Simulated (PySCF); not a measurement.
# Electronic absorption of C11H16

Species: C₁₁H₁₆.
Bonds: C1–C2, C2–C3, C3–C4, C4–C5 (aromatic), C5–C6 (aromatic), C6–C7 (aromatic), C7–C8 (aromatic), C8–C9 (aromatic), C9–C10, C10–C11, C4–C9 (aromatic). Hydrogens: H12, H13, H14 on C1; H15, H16 on C2; H17, H18 on C3; H19 on C5; H20 on C6; H21 on C7; H22 on C8; H23, H24 on C10; H25, H26, H27 on C11.

Theory: PySCF, TDDFT B3LYP/def2-SVPD, vertical, gas phase, core orbitals frozen in the response. Geometry: PBE0-D3(BJ)/def2-SVP, one conformer, isolated molecule. Torsions of this conformer, `[CH3:1][CH2:2][CH2:3][c:4]1[cH:5][cH:6][cH:7][cH:8][c:9]1[CH2:10][CH3:11]`: C1–C2–C3–C4 180°, C2–C3–C4–C5 90°, C8–C9–C10–C11 91°.

Task: What does the calculation give for the low-lying excited states?

Result: 

| state | E (eV) | E (kJ/mol) | λ (nm) | f | main configurations (H = HOMO, L = LUMO) |
| --- | --- | --- | --- | --- | --- |
| S1 | 5.21 | 502 | 238.2 | 0.0021 | H→L (49%), H-1→L+1 (35%), H→L+1 (9%) |
| S2 | 5.77 | 557 | 214.8 | 0.035 | H→L+1 (57%), H-1→L (26%), H→L (11%) |
| S3 | 6.29 | 607 | 197.1 | 0.058 | H→L+2 (67%), H-1→L (17%) |
| S4 | 6.43 | 621 | 192.7 | 0.272 | H-1→L+2 (42%), H-1→L+1 (25%), H→L (13%) |
| S5 | 6.57 | 634 | 188.6 | 0.152 | H→L+4 (29%), H→L+3 (28%), H-1→L (17%) |
| S6 | 6.68 | 645 | 185.5 | 0.166 | H→L+3 (34%), H-1→L+2 (16%), H→L+2 (10%) |
| S7 | 6.71 | 648 | 184.7 | 0.292 | H-1→L (18%), H→L+3 (18%), H→L+2 (12%) |
| S8 | 6.81 | 657 | 182.2 | 0.076 | H→L+4 (60%), H→L+3 (12%) |
| S9 | 6.89 | 665 | 179.9 | 0.056 | H-1→L+3 (60%), H-1→L+2 (23%) |
| S10 | 6.94 | 669 | 178.8 | 0.023 | H→L+5 (78%), H-1→L+4 (11%) |

Triplets, Tamm–Dancoff:

```tsv
state	E (eV)	λ (nm)	main configurations (H = HOMO, L = LUMO)
T1	4.04	306.5	H→L+1 (48%), H-1→L (32%), H→L (8%)
T2	4.56	271.6	H→L (66%), H-1→L+1 (15%), H→L+1 (14%)
T3	4.62	268.3	H-1→L (49%), H→L+1 (31%), H-1→L+1 (10%)
T4	4.99	248.7	H-1→L+1 (65%), H→L (17%), H-1→L (12%)
```

The lowest singlet comes at 238 nm (502 kJ/mol) in the ultraviolet; it is very weak; its leading configuration is HOMO→LUMO (49%). The most intense listed level is S7 at 6.71 eV (185 nm, f = 0.292), 1.51 eV above S1. Löwdin shares by element: HOMO carbon 72% or more (atoms not listed hold the other 28%); LUMO (one of a set within 0.03 eV) carbon 68% or more (atoms not listed hold the other 32%). The listed states span 1.73 eV, and the widest gap between neighbours is 0.57 eV (S1 to S2). The oscillator strengths of these states sum to 1.131; summed over the whole spectrum of an exact calculation they would give the number of electrons, 82 (Thomas–Reiche–Kuhn). Of the 10 states listed, 9 reach f = 0.01 and none stays under 0.0005. Only the lowest 10 singlets were computed, as vertical energies without vibronic structure.

On INTEL XEON PLATINUM 8581C at 2.10 GHz, 2 threads, shared host, this took 80 s wall, 3.0 min CPU and 2.0 GiB of memory at its peak.
